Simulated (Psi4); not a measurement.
F₂Sn, charge +1, quartet, at a GFN2-xTB geometry of the parent state (such geometries of metal compounds can be far from the true shape) (a state made from the parent by changing its charge; the spin is typed, not shown lowest) (core potentials on Sn); Psi4 with TPSS/def2-SV(P).

Input for Psi4:
```
memory 2 GB

molecule mol {
1 4
  Sn    0.014498   -0.007772    0.343403
  F     0.740680    1.442002   -0.954720
  F    -0.821226   -1.398822   -0.953076
}

set basis def2-sv(p)
set reference uks

energy('tpss')
print_variables()
```

Output, abridged:

```
   => Loading Basis Set <=

    Name: DEF2-SV(P)
    Role: ORBITAL
    Keyword: BASIS

    !!!  WARNING: ECP capability is in beta. Please check occupations closely.  !!!

         ---------------------------------------------------------
                                   SCF
               by Justin Turney, Rob Parrish, Andy Simmonett
                          and Daniel G. A. Smith
                              UKS Reference
         ---------------------------------------------------------

  ==> Geometry <==

    Molecular point group: cs
    Full point group: Cs

    Geometry (in Angstrom), charge = 1, multiplicity = 4:

       Center              X                  Y                   Z               Mass
    ------------   -----------------  -----------------  -----------------  -----------------
         SN          -0.000158831808    -0.312540362602     0.000000000000   119.902201630000
         F           -1.620442294439     0.987071030105     0.000000000000    18.998403162730
         F            1.621444709392     0.985425145139     0.000000000000    18.998403162730

  Running in cs symmetry.

  Rotational constants: A =      0.34636  B =      0.16885  C =      0.11351 [cm^-1]
  Rotational constants: A =  10383.53904  B =   5062.14099  C =   3403.08348 [MHz]
  Nuclear repulsion =  114.109986592758929

  Charge       = 1
  Multiplicity = 4
  Electrons    = 39
  Nalpha       = 21
  Nbeta        = 18

  ==> Algorithm <==

  SCF Algorithm Type is DF.
  DIIS enabled.
  MOM disabled.
  Fractional occupation disabled.
  Guess Type is SAD.
  Energy threshold   = 1.00e-06
  Density threshold  = 1.00e-06
  Integral threshold = 1.00e-12

  ==> Primary Basis <==

  Basis Set: DEF2-SV(P)
    Blend: DEF2-SV(P)
    Number of shells: 22
    Number of basis functions: 54
    Number of Cartesian functions: 58
    Spherical Harmonics?: true
    Max angular momentum: 2

  Core potential: DEF2-SV(P)
    Number of shells: 4
    Number of ECP primitives: 18
    Number of ECP core electrons: 28
    Max angular momentum: 3

  ==> DFT Potential <==

   => LibXC <=

    Version 7.1.2
    S. Lehtola, C. Steigemann, M. J. T. Oliveira, and M. A. L. Marques,  SoftwareX 7, 1–5 (2018) (10.1016/j.softx.2017.11.002)

   => Composite Functional: TPSS <=

    TPSS Meta-GGA XC Functional

    J. Tao, et al., Phys. Rev. Lett., 91, 146401, 2003

    Deriv               =              1
    GGA                 =           TRUE
    Meta                =           TRUE

    Exchange Hybrid     =          FALSE
    MP2 Hybrid          =          FALSE

   => Exchange Functionals <=

    1.0000   XC_MGGA_X_TPSS

   => Correlation Functionals <=

    1.0000   XC_MGGA_C_TPSS

   => LibXC Density Thresholds  <==

    XC_MGGA_C_TPSS:  1.00E-15
    XC_MGGA_X_TPSS:  1.00E-15

   => Molecular Quadrature <=

    Radial Scheme          =       TREUTLER
    Pruning Scheme         =           NONE
    Nuclear Scheme         =       TREUTLER

    Blocking Scheme        =         OCTREE
    BS radius alpha        =              1
    Pruning alpha          =              1
    Radial Points          =             75
    Spherical Points       =            302
    Total Points           =          64977
    Total Blocks           =            559
    Max Points             =            256
    Max Functions          =             53
    Weights Tolerance      =       1.00E-15

   => Loading Basis Set <=

    Name: (DEF2-SV(P) AUX)
    Role: JKFIT
    Keyword: DF_BASIS_SCF

  ==> Integral Setup <==

  SCF_SUBTYPE=INCORE selected. In-core MEM_DF algorithm will be used.
  Using in-core AOs.

  ==> MemDFJK: Density-Fitted J/K Matrices <==

    J tasked:                   Yes
    K tasked:                    No
    wK tasked:                   No
    Algorithm:                 Core
    Schwarz Cutoff:           1E-12
    Mask sparsity (%):       1.5775
    Fitting Condition:        1E-10

   => Auxiliary Basis Set <=

  Basis Set: (DEF2-SV(P) AUX)
    Blend: DEF2-UNIVERSAL-JKFIT
    Number of shells: 96
    Number of basis functions: 372
    Number of Cartesian functions: 495
    Spherical Harmonics?: true
    Max angular momentum: 5

  Minimum eigenvalue in the overlap matrix is 7.1585299577E-02.
  Reciprocal condition number of the overlap matrix is 2.3659284804E-02.
    Using symmetric orthogonalization.

  ==> Pre-Iterations <==

  SCF Guess: Superposition of Atomic Densities via on-the-fly atomic UHF (no occupation information).

   -------------------------
    Irrep   Nso     Nmo
   -------------------------
     A'        38      38
     A"        16      16
   -------------------------
    Total      54      54
   -------------------------

  ==> Iterations <==

                           Total Energy        Delta E     RMS |[F,P]|

   @DF-UKS iter SAD:  -412.09224508488279   -4.12092e+02   0.00000e+00
   @DF-UKS iter   1:  -413.19799612726018   -1.10575e+00   6.95902e-03 ADIIS/DIIS
   @DF-UKS iter   2:  -412.52233183722797    6.75664e-01   2.80281e-02 ADIIS/DIIS
   @DF-UKS iter   3:  -413.18386034627116   -6.61529e-01   7.51623e-03 ADIIS/DIIS
   @DF-UKS iter   4:  -413.07724507885132    1.06615e-01   1.24472e-02 ADIIS/DIIS
   @DF-UKS iter   5:  -413.23067970070599   -1.53435e-01   1.97821e-03 ADIIS/DIIS
   @DF-UKS iter   6:  -413.23062117257030    5.85281e-05   1.98748e-03 ADIIS/DIIS
   @DF-UKS iter   7:  -413.20481825788613    2.58029e-02   5.73485e-03 ADIIS/DIIS
   @DF-UKS iter   8:  -413.21691735751909   -1.20991e-02   4.43023e-03 ADIIS/DIIS
   @DF-UKS iter   9:  -413.21645863630204    4.58721e-04   4.48231e-03 ADIIS/DIIS
   @DF-UKS iter  10:  -413.21633942853833    1.19208e-04   4.49703e-03 ADIIS/DIIS
   @DF-UKS iter  11:  -413.21712491703164   -7.85488e-04   4.41084e-03 ADIIS/DIIS
   @DF-UKS iter  12:  -413.21813298400366   -1.00807e-03   4.27994e-03 ADIIS/DIIS
   @DF-UKS iter  13:  -413.22240342693794   -4.27044e-03   3.65910e-03 ADIIS/DIIS
   @DF-UKS iter  14:  -413.22554908591331   -3.14566e-03   3.12146e-03 ADIIS/DIIS
   @DF-UKS iter  15:  -413.22573626131577   -1.87175e-04   3.10085e-03 ADIIS/DIIS
   @DF-UKS iter  16:  -413.23374112349467   -8.00486e-03   3.28456e-04 ADIIS/DIIS
   @DF-UKS iter  17:  -413.23381597414851   -7.48507e-05   1.28964e-04 ADIIS/DIIS
   @DF-UKS iter  18:  -413.23382989600009   -1.39219e-05   2.10312e-05 DIIS
   @DF-UKS iter  19:  -413.23383026264389   -3.66644e-07   2.77552e-06 DIIS
   @DF-UKS iter  20:  -413.23383026750224   -4.85835e-09   1.51086e-06 DIIS
   @DF-UKS iter  21:  -413.23383026938927   -1.88703e-09   1.70935e-07 DIIS
  Energy and wave function converged.

  ==> Post-Iterations <==

   Electrons on quadrature grid:
      Nalpha   =   20.9999538115 ; deviation = -4.619e-05
      Nbeta    =   17.9999642613 ; deviation = -3.574e-05
      Ntotal   =   38.9999180729 ; deviation = -8.193e-05

   @Spin Contamination Metric:   5.726078168E-03
   @S^2 Expected:                3.750000000E+00
   @S^2 Observed:                3.755726078E+00
   @S   Expected:                1.500000000E+00
   @S   Observed:                1.500000000E+00

    Orbital Energies [Eh]
    ---------------------

    Alpha Occupied:

[...]
    Alpha Virtual:

[...]
    Beta Occupied:

[...]
    Beta Virtual:

[...]
    Final Occupation by Irrep:
             Ap   App
    DOCC [    13,    5 ]
    SOCC [     2,    1 ]
    NA   [    15,    6 ]
    NB   [    13,    5 ]

  @DF-UKS Final Energy:  -413.23383026938927

   => Energetics <=

    Nuclear Repulsion Energy =            114.1099865927589292
    One-Electron Energy =                -870.9290316530699556
    Two-Electron Energy =                 382.0807466703842010
    DFT Exchange-Correlation Energy =     -38.4955318794624048
    Empirical Dispersion Energy =           0.0000000000000000
    VV10 Nonlocal Energy =                  0.0000000000000000
    Total Energy =                       -413.2338302693892729

  UHF NO Occupations:
  HONO-2 :   14 Ap 1.0000000
  HONO-1 :   15 Ap 1.0000000
  HONO-0 :    6App 1.0000000
  LUNO+0 :   16 Ap 0.0016230
  LUNO+1 :   17 Ap 0.0004553
  LUNO+2 :   18 Ap 0.0002245
  LUNO+3 :   19 Ap 0.0001026

Computation Completed

Properties will be evaluated at   0.000000,   0.000000,   0.000000 [a0]

Properties computed using the SCF density matrix

 Multipole Moments:

 ------------------------------------------------------------------------------------
     Multipole            Electronic (a.u.)      Nuclear  (a.u.)        Total (a.u.)
 ------------------------------------------------------------------------------------

 L = 1.  Multiply by 2.5417464519 to convert [e a0] to [Debye]
 Dipole X            :         -0.0108571            0.0104453           -0.0004118
 Dipole Y            :        -21.2437297           20.5537528           -0.6899768
 Dipole Z            :          0.0000000            0.0000000            0.0000000
 Magnitude           :                                                    0.6899769

 ------------------------------------------------------------------------------------

  Variable Map:
  ----------------------------------------------------------------------------
[...]
  Array Variable Map:
  ----------------------------------------------------------------------------
[...]
[...]
```
